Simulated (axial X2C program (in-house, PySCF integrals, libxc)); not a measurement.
CsTi: properties at the nuclei

Computed with an in-house all-electron X2C program for linear molecules (integrals from PySCF): two-component X2C with atomic mean-field Coulomb and Gaunt terms, Gaussian nuclei, basis Cs dyall-cv3z, Ti dyall-cv3z with contracted cores.

R = 3.514 Å (near the PBE0 minimum at charge 0 of the determinant lowest at the starting distance; the state shown can have its own minimum elsewhere).

Determinant lowest in the PBE0 search, Ω = 1/2 (⟨Sz⟩ = -1.50, ⟨Lz⟩ = 2.00 at PBE0), spin on the atoms Cs 0.03, Ti -1.53:

| level | Eeff magnitude (GV/cm) | Ws magnitude Cs (kHz) | Ws magnitude Ti (kHz) | A∥/gI Cs (MHz) | qzz Cs (a.u.) | A∥/gI Ti (MHz) | qzz Ti (a.u.) | μ (D) |
| --- | --- | --- | --- | --- | --- | --- | --- | --- |
| PBE0 | 0.156 | 0.0888 | 0.014 | 638 | -0.06 | 468 | 0.11 | -6.60 |
| BP86 | 0.105 | 0.0216 | 0.0117 | 593 | -0.07 | 440 | 0.11 | -6.70 |
| TPSSh | 0.13 | 0.0528 | 0.0239 | 504 | -0.05 | 556 | 0.11 | -6.91 |
| r2SCAN | 0.811 | 1.32 | 0.0931 | 135 | -0.12 | 341 | 0.14 | -8.05 |

Eeff is the effective electric field on the electron electric dipole moment in this Ω state and Ws the scalar–pseudoscalar constant of the nucleus named (defined with the proton number Z and per Ω); A∥ (defined per Ω) follows by multiplying with gI = μI/(I μN); qzz is the electric field gradient, eQq0 = 234.96 MHz × Q/barn × qzz; μ is positive if the Ti end (last atom) is positive. The operators were transformed with the bare-nucleus X2C matrices; with these basis sets, hyperfine constants and field gradients can be off by tens of per cent, and where levels differ in sign neither size nor sign is settled.

Q: With gI(47Ti) = -0.3154, Q(47Ti) = 0.302 barn (g factors from the IAEA table of nuclear moments by Stone; Q from Pyykkö, Mol. Phys. 2018), turn the PBE0 values of the first state into constants in MHz.

A: A∥(47Ti) = 468 × -0.3154 = -148 MHz; eQq0(47Ti) = 234.96 × (0.302) × (0.11) = 7.81 MHz.

Each state is one determinant with collinear spin, which with several unpaired electrons need not be a pure state. In the state Ω = 1/2 the sign of Eeff differs between levels (r2SCAN against PBE0). With several open shells hyperfine constants can be off by a factor of several. Where Eeff spreads by more than a factor of two the levels disagree and none is to be relied on. Left out as unconverged or as another state under the same occupation: HF in at least one table. States lie within half an eV, so the first need not be the ground state. The sign of Ws at Cs differs between levels in the first state. Further determinants of the search, some of them spin-mixed, are not shown. Where a field gradient or hyperfine factor spreads by more than a factor of two over the levels, a constant derived from it is not to be relied on.
